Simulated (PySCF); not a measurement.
Planning a geometry optimisation on allyl tiglate (`C(=C(\C(=O)OCC=C)C)/C`).

Method: PBE0-D3(BJ)/def2-SVP geometry optimisation, gas phase (PySCF 2.14.0). Work: geometry optimisation from a GFN2-xTB start, density fitting. The input is one job of a driver script: a line of settings, then coordinates in Å.

Input:
```
{"job": {"xc": "PBE0", "basis": "def2-SVP", "d3": "d3bj", "grid": 2, "kind": "geom"}, "charge": 0, "multiplicity": 1}
C      4.061829     0.308423     0.950360
C      3.030463     0.130332     0.148252
C      2.119987    -1.058065     0.201291
O      0.751477    -0.669038     0.332604
C      0.105540    -0.337204    -0.798271
O      0.629021    -0.366984    -1.887475
C     -1.306858     0.052659    -0.564782
C     -2.053482     0.488457    -1.792055
C     -1.830971     0.000770     0.662581
C     -3.226380     0.362837     1.029986
H      4.701423     1.169976     0.867549
H      4.316516    -0.405827     1.716362
H      2.781926     0.851162    -0.618202
H      2.230564    -1.641707    -0.722610
H      2.331244    -1.684135     1.070647
H     -2.328452     1.539724    -1.721436
H     -1.416256     0.353953    -2.662112
H     -2.960432    -0.097241    -1.927028
H     -1.208354    -0.329985     1.482171
H     -3.795290     0.717750     0.176806
H     -3.730275    -0.504552     1.456962
H     -3.213650     1.138080     1.795984
```

Hardware: an Arm Neoverse V1 with one thread, no GPU, shared host with 32 logical CPUs at a one-minute load of 32. PySCF's memory limit was set to 2320 MB.

How large is the basis?

200 functions.

What wall time should be expected on this hardware?

About 3.7 min. The run took 9 energy-and-gradient evaluations and 69 SCF cycles, 25 s an evaluation on average.

How much memory does it need at the peak?

About 1.1 GiB. Peak memory is the resident size of the whole Python process, interpreter and libraries included.

At this speed, how long would 100 such jobs take on 96 cores, one job a core?

100/96 gives 2 rounds of 3.7 min, about 7.4 min of wall time and 6.2 core-hours, if the jobs don't slow each other.

The output:
```
step   0  E = -461.63808561  max force = 0.014313
step   1  E = -461.63982828  max force = 0.002714
step   2  E = -461.63981883  max force = 0.004497
step   3  E = -461.63997658  max force = 0.004499
step   4  E = -461.64008556  max force = 0.002039
step   5  E = -461.64013426  max force = 0.001776
step   6  E = -461.64019798  max force = 0.001311
step   7  E = -461.64021486  max force = 0.000287
step   8  E = -461.64022669  max force = 0.000372
optimisation converged
```

Energies in Eh; «max force» is the largest Cartesian gradient component in Eh/bohr.

The host was shared with other jobs, so the times are rough.

The run converged: final energy -461.64023 Eh after 8 steps; dipole 2.25 D.
